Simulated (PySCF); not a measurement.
Compound: C6H13NP (charge +1).
SMILES with atom numbers: `[CH3:1][CH2:2][P+:3]1([N:4]([CH3:5])[CH3:6])[CH:7]=[CH:8]1`

Geometry (GFN2-xTB, Å), atoms numbered from 1 in this order:
```
atom  x, y, z in Å
C1     2.8589   -0.2376    0.4371
C2     1.6458    0.6738    0.3299
P3     0.1148   -0.3221    0.2133
N4    -1.1930    0.5676   -0.2755
C5    -1.5053    1.8338    0.3803
C6    -2.3575   -0.1203   -0.8126
C7     0.1948   -1.9891   -0.3917
C8     0.0229   -1.9596    0.9400
H9     2.8040   -0.8636    1.3255
H10    2.9505   -0.8798   -0.4360
H11    3.7588    0.3687    0.5084
H12    1.6814    1.3000   -0.5668
H13    1.5751    1.3221    1.2073
H14   -1.9264    2.5121   -0.3624
H15   -0.6024    2.2842    0.7876
H16   -2.2329    1.7059    1.1848
H17   -3.0954   -0.3486   -0.0396
H18   -2.0528   -1.0461   -1.2993
H19   -2.8240    0.5257   -1.5568
H20    0.2847   -2.6933   -1.1944
H21   -0.1110   -2.6167    1.7750
```

Probes without a nucleus sit at each ring's centroid and 1 Å off its mean plane on both sides; NICS is minus the shielding there, NICSzz its component along the normal. Level: GIAO PBE0/pcSseg-1 (PySCF, non-relativistic, gas phase) on the GFN2-xTB geometry, one conformer.

Ring bond lengths (Å), with Mayer bond orders in brackets: P3–C7 1.775 (1.08), C7–C8 1.343 (1.50), C8–P3 1.794 (0.99).

Question: What do the NICS probes read (ppm)?

Answer: 
```csv
ring,type,NICS(0),"NICS(1), two faces","NICS(1)zz, two faces",rms pucker (Å),"centre to ring atoms, mean (Å)"
P3–C7–C8,"3-membered ring with P; formal bonds 1 double, 2 single",-18.9,-8.9 / -10.8,-13.3 / -19.4,0.00,0.95
```

Question: What can be read from them?

Answer: 
- P3–C7–C8: mean NICS(1)zz -16.3 ppm, shielded. P3 has four or more neighbours, so the value isn't read as a sign of a π ring current. The two faces differ by 6.1 ppm, so no symmetry operation interchanges them. NICS(0) lies 9 ppm below the mean NICS(1).

Question: What is the mean of the two in-plane components of NICS at the second NICS(1) probe listed for ring P3–C7–C8, 1 Å off the ring?

Answer: The isotropic value is a third of the trace: (3 × -10.8 − (-19.4))/2 = -6.5 ppm.

Question: Give the inner angles of the rings and the Hirshfeld charges of the ring atoms.

Answer: 
- P3–C7–C8: P3 44.2° (+0.458 e), C7 68.6° (-0.017 e), C8 67.2° (-0.014 e); sum 180.0° against 180° for a flat convex ring.

Question: How shielded are the nuclei of the rings and their hydrogens (means over atoms taken as equivalent)?

Answer: 
| atoms | environment | σ isotropic (ppm) | principal values of the symmetric part, first atom (ppm) |
| --- | --- | --- | --- |
| P3 | phosphorus bonded to 3 C and N | 402.2 | 170.9, 242.8, 792.8 |
| C7 (×2) | alkene CH carbon | 27.5 | -94.5, 11.5, 184.0 |
| H20 (×2) | vinylic hydrogen | 22.33 | 21.1, 22.6, 23.7 |
